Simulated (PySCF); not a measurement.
Dipole response of W³⁺ (tungsten, charge +3)

[Xe] 4f14 5d3, high-spin 4F determinant. Calculation: PySCF 2.14, in aug-cc-pVQZ-PP with ECP60MDF (7s7p6d4f3g2h, 135 functions); scalar relativity through the core potential. Coupled (time-dependent) response in atomic units; α is the mean over directions.

```csv
method,mean α (bohr³),C₆ (like pair),S(−4)
UHF,7.066,34.75,15.33
PBE,7.634,37.57,20.27
```

S(−4) is the Cauchy moment in α(ω) = α(0) + S(−4) ω² + …

Spin-orbit coupling is absent.

α(iu) at PBE:

| u (hartree) | α(iu) (bohr³) |
| --- | --- |
| 0 | 7.634 |
| 0.0500 | 7.584 |
| 0.100 | 7.441 |
| 0.200 | 6.955 |
| 0.300 | 6.352 |
| 0.500 | 5.213 |
| 0.750 | 4.124 |
| 1.00 | 3.332 |
| 1.50 | 2.282 |
| 2.00 | 1.638 |
| 3.00 | 0.9358 |
| 5.00 | 0.4054 |

For an ion, C₆ is the dispersion term alone; charge-induced terms of lower order in 1/R come first.

Energies and moments cover only the electrons outside the core potential. Spin-orbit coupling, absent here, splits the open shell strongly.
